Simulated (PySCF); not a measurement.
Se (selenium, neutral): UHF calculation

Configuration: [Ar] 3d10 4s1 4p5, 4s spin antiparallel (an excited configuration). Computed with PySCF 2.14 in aug-cc-pVQZ-DK, with scalar relativity by spin-free X2C-1e.

```
Total energy                                                  : -2427.541969 hartree
One-electron energy                                           : -3376.2174 hartree
Hartree (Coulomb) energy                                      : 1035.3918 hartree
Exchange energy                                               : -86.7163 hartree
⟨S²⟩                                                          : 1.0256
⟨L²⟩                                                          : 2.037
Sum of ⟨r⟩                                                    : 25.74 bohr
Sum of ⟨r²⟩                                                   : 43.35 bohr²
Traceless quadrupole moment −½Σ⟨3z² − r²⟩ along its main axis : 2.28 e·bohr²
Langevin diamagnetic susceptibility                           : -34.3 ×10⁻⁶ cm³/mol
```

```csv
shell,electrons,mean orbital energy (hartree),spread (hartree),"rms radius, mean of both spins (bohr)"
1s β,1,-468.15812,0,0.0508
1s α,1,-468.15114,0,0.0508
2s β,1,-62.43074,0,0.212
2s α,1,-62.42086,0,0.212
2p β,3,-54.74784,0.00229,0.189
2p α,3,-54.74623,0.00796,0.189
3s β,1,-9.30890,0,0.613
3s α,1,-9.28545,0,0.613
3p β,3,-6.81720,0.00178,0.635
3p α,3,-6.81143,0.02276,0.635
3d β,5,-2.68807,0.01342,0.694
3d α,5,-2.68343,0.02217,0.694
4s β,1,-0.93176,0,1.92
4p β,2,-0.43634,0,2.50
4p α,3,-0.36044,0.06058,2.50
```

With the s spin flipped the determinant is a mixture of two multiplicities, not a spectroscopic state.

Densities and radii are taken from the X2C orbitals without a picture-change correction, which distorts them close to the nucleus.

Spin-orbit constants ζ (cm⁻¹) from the X2C one-electron operator on these orbitals: bare nucleus, nucleus screened by l(l+1)(2l+1)/3 electrons, and screened by the Breit-Pauli mean field of the electrons.

```json
{"shell": "2p", "bare": "231700", "screened nucleus": "218100", "mean field": "n/a"}
{"shell": "3p", "bare": "32550", "screened nucleus": "30640", "mean field": "n/a"}
{"shell": "3d", "bare": "3909", "screened nucleus": "2759", "mean field": "n/a"}
{"shell": "4p", "bare": "1782", "screened nucleus": "1678", "mean field": "n/a"}
```
